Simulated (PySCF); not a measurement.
**Working out the ionisation energy of P⁺**

P⁺ [Ne] 3s2 3p2 (3P) → P²⁺ [Ne] 3s2 3p1 (2P). Calculation: PySCF 2.14, in aug-cc-pV(Q+d)Z (7s6p5d3f2g, 89 functions); the non-relativistic Hamiltonian (point nucleus). Frozen: [Ne]. Energies in hartree (1 hartree = 27.21139 eV):

```
            part   P⁺ (lower)  P²⁺ (upper)
             UHF  -340.354693  -339.650260
CCSD correlation    -0.085356    -0.066571
             (T)    -0.002665    -0.001150
```

Question: What does Hartree-Fock give?

Answer: (-339.650260) − (-340.354693) = 0.704433 hartree = 19.169 eV.

Question: What do CCSD and CCSD(T) give?

Answer: The CCSD correlation energies differ by 0.018785 hartree = 0.511 eV and the triples by 0.001515 hartree = 0.041 eV, so CCSD gives 19.680 eV and CCSD(T) 19.721 eV.

A first-order spin-orbit estimate adds -0.006 eV to CCSD(T) (valence), giving 19.715 eV against 19.769 eV (semi-empirical (NIST evaluation); NIST Atomic Spectra Database, ionization energies).

What remains against the reference includes basis incompleteness, the frozen core and higher excitations.
